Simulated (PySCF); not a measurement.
F3Fe, SMILES [F][Fe]([F])[F], multiplicity 6 (PBE0/def2-SVP optimised geometry):

```
4

Fe    -0.437     0.000     0.000
F     -1.311    -1.514     0.006
F     -1.310     1.514     0.000
F      1.311     0.000     0.000
```

Method: unrestricted PBE0/def2-TZVP run with PySCF.

Q: What are the frontier orbital energies (α orbitals alone; a β orbital can be the lowest empty one) and the dipole moment?

A: HOMO-2 -11.73 eV, HOMO-1 -10.55 eV, HOMO -10.55 eV, LUMO -1.23 eV, LUMO+1 0.84 eV; dipole moment 0.02 D.

On the same geometry unrestricted PBE/def2-TZVP (PySCF) gives HOMO-2 -9.19 eV, HOMO-1 -7.67 eV, HOMO -7.67 eV, LUMO -1.85 eV, LUMO+1 0.14 eV; dipole moment 0.01 D.

Meta-Löwdin charges at PBE0/def2-TZVP: Fe1 1.86, F2 -0.62, F3 -0.62, F4 -0.62.
